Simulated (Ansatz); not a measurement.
The pair A = FGeH3O (SMILES [OH][GeH2][F]) (first 6 atoms), B = NH3 (SMILES N); geometry from B3LYP-D3(BJ)/def2-TZVP.
(charge 0, multiplicity 1):
```tsv
atom	x (Å)	y (Å)	z (Å)
O	-1.4354	0.3429	0.8150
Ge	0.2216	-0.3274	0.6433
F	0.0860	-0.8223	-1.0696
H	-1.8885	0.2421	-0.0301
H	0.4613	-1.6796	1.3194
H	1.3465	0.7073	0.5593
N	0.1122	0.4694	3.0109
H	0.1453	-0.2428	3.7313
H	0.7413	1.2186	3.2759
H	-0.8323	0.8391	2.9658
```

Frozen-core correlation. Filled d and f shells under p-block atoms count as core.

Codes used: Ansatz (Gaussian basis) for Hartree–Fock, density functionals and correlated methods. 

Total energies (hartree), monomers frozen at their geometry in the pair:

| structure | PBE/def2-TZVPPD | B3LYP/def2-TZVPPD | CCSD(T)/aug-cc-pVDZ |
|---|---|---|---|
| AB | -2310.0473213 | -2310.6656563 | -2308.4615242 |
| A in the pair's basis | -2253.5158303 | -2254.0590332 | -2252.0154895 |
| B in the pair's basis | -56.5127634 | -56.5904215 | -56.4267555 |
| A | -2253.5155781 | -2254.0587646 | -2252.0133336 |
| B | -56.5124921 | -56.5901874 | -56.4250937 |

Task: Work out the interaction energy without and with the counterpoise correction, and the superposition error, for each level.

Result: 
E(AB) − E(A) − E(B), times 627.509 kcal/mol, with the monomers in their own basis and then in the pair's basis:
- PBE/def2-TZVPPD: -12.08 uncorrected, -11.75 corrected; the monomers gain 0.33 kcal/mol from borrowed functions
- B3LYP/def2-TZVPPD: -10.48 uncorrected, -10.17 corrected; the monomers gain 0.32 kcal/mol from borrowed functions
- CCSD(T)/aug-cc-pVDZ: -14.49 uncorrected, -12.10 corrected; the monomers gain 2.40 kcal/mol from borrowed functions

Ansatz is a first-principles code.
